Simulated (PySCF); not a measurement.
**Gold: highly charged ions in a basis for the neutral atom**

Au¹⁰⁺ [Xe] 4f14 5d1, Au¹¹⁺ [Xe] 4f14. Computed with PySCF 2.14 in cc-pVDZ-PP with ECP60MDF (4s4p3d1f, 38 functions), with scalar relativity through the core potential. No spin-orbit coupling, so a gap to NIST mixes the basis error with missing relativistic terms.

Changed run: basis of the neutral atom used for a highly charged ion. This setting is unsound on purpose.

```json
{"species": "Au¹⁰⁺", "method": "UHF", "sound run (hartree)": "not run", "changed run (hartree)": "-108.23455", "converged": "yes"}
{"species": "Au¹⁰⁺", "method": "LDA", "sound run (hartree)": "not run", "changed run (hartree)": "-108.38917", "converged": "yes"}
{"species": "Au¹⁰⁺", "method": "PBE0", "sound run (hartree)": "not run", "changed run (hartree)": "-108.64588", "converged": "yes"}
{"species": "Au¹¹⁺", "method": "UHF", "sound run (hartree)": "not run", "changed run (hartree)": "-102.12077", "converged": "yes"}
{"species": "Au¹¹⁺", "method": "LDA", "sound run (hartree)": "not run", "changed run (hartree)": "-102.25139", "converged": "yes"}
{"species": "Au¹¹⁺", "method": "PBE0", "sound run (hartree)": "not run", "changed run (hartree)": "-102.48981", "converged": "yes"}
```

Ionisation energy of Au¹⁰⁺:

| method | changed run (eV) | NIST (eV) |
| --- | --- | --- |
| UHF | 166.36 | 168.2 ± 1.4 |
| LDA | 167.02 | 168.2 ± 1.4 |
| PBE0 | 167.52 | 168.2 ± 1.4 |

The contracted functions were made for the neutral atom and can be too rigid for a highly charged ion.
